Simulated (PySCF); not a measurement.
Point-charge models of (CH3)3CCHF2, `CC(C)(C)C(F)F` against its computed dipole.

Coordinates (PBE0-D3(BJ)/def2-SVP, Å) and charges (e) from the PBE0/pcSseg-1 density (PySCF):

```tsv
atom	x	y	z	Mulliken	IAO	Hirshfeld	ESP-fitted
C1	-1.034	-0.703	-1.074	-0.1771	-0.4146	-0.1239	-0.5354
C2	-0.175	0.029	-0.043	-0.6696	+0.0192	+0.0030	+0.5243
C3	0.994	0.740	-0.725	-0.1757	-0.4122	-0.1180	-0.5708
C4	0.341	-0.945	1.016	-0.1749	-0.4121	-0.1180	-0.5972
C5	-1.026	1.082	0.655	+0.6336	+0.4461	+0.1486	+0.3101
F6	-2.084	0.511	1.279	-0.3021	-0.3068	-0.0942	-0.2294
F7	-1.523	1.972	-0.237	-0.3023	-0.3069	-0.0941	-0.2300
H8	-0.436	-1.467	-1.594	+0.1160	+0.1363	+0.0413	+0.1312
H9	-1.887	-1.204	-0.592	+0.1247	+0.1440	+0.0364	+0.1411
H10	-1.428	-0.004	-1.826	+0.1248	+0.1441	+0.0363	+0.1411
H11	0.638	1.463	-1.472	+0.1296	+0.1456	+0.0376	+0.1380
H12	1.616	1.282	0.005	+0.1103	+0.1316	+0.0387	+0.1261
H13	1.639	0.008	-1.234	+0.1188	+0.1399	+0.0435	+0.1548
H14	0.985	-1.706	0.550	+0.1187	+0.1398	+0.0435	+0.1616
H15	-0.489	-1.459	1.522	+0.1295	+0.1456	+0.0377	+0.1454
H16	0.939	-0.426	1.783	+0.1102	+0.1315	+0.0387	+0.1324
H17	-0.451	1.647	1.412	+0.0854	+0.1288	+0.0427	+0.0566
```

Q: Compute μ = Σ q r for each scheme (1 e·Å = 4.803 D) and compare with the dipole of the full density.

A: The full density gives (1.94, -0.70, 0.04) D, 2.06 D in size; dipole vectors point from the negative to the positive end.

| scheme | μx | μy | μz | size (D) | share of the full size (%) | angle to the full dipole (°) |
| --- | --- | --- | --- | --- | --- | --- |
| Mulliken | 2.96 | -1.01 | 0.12 | 3.13 | 152 | 1 |
| IAO | 3.14 | -0.90 | 0.29 | 3.28 | 159 | 5 |
| Hirshfeld | 1.05 | -0.17 | 0.22 | 1.08 | 53 | 15 |
| ESP-fitted | 1.96 | -0.72 | 0.03 | 2.09 | 101 | 0 |

Q: Which set comes closest?

A: Length of the difference vector: ESP-fitted 0.03 D, Hirshfeld 1.05 D, Mulliken 1.07 D, IAO 1.24 D. Closest: ESP-fitted. 

Q: What is left for the Hirshfeld atoms' own dipoles?

A: The shares of the density sum to the whole, so what Σ q r misses lies in dipoles about the nuclei. The atomic dipoles sum to (1.94, -0.70, 0.04) − (1.05, -0.17, 0.22) = (0.89, -0.53, -0.18) D, 1.05 D in size.

Q: With the origin at the mean of the coordinates, (-0.199, 0.048, -0.034) Å, which are the largest single terms, by size, of the IAO dipole along the direction of the full one?

A: F7 +2.81, F6 +2.81, C5 -2.39, C3 -1.73, C4 -1.72 D; all 17 atoms together +3.27 D. The single terms depend on the origin, their sum doesn't.

Q: Give the size of the full dipole in other units.

A: 2.06 D = 0.812 au = 0.430 e·Å = 6.89 × 10⁻³⁰ C·m.

Isolated species at its PBE0-D3(BJ)/def2-SVP geometry, gas phase.

The run behind these numbers computed NMR shieldings as well. Hardware: an Arm Neoverse V1 with one thread, on a shared host. Cost: 20 s of wall time.

Shape of the structure used: `[CH3:1][C:2]([CH3:3])([CH3:4])[CH:5]([F:6])[F:7]`: C1–C2–C5–F6 60°.
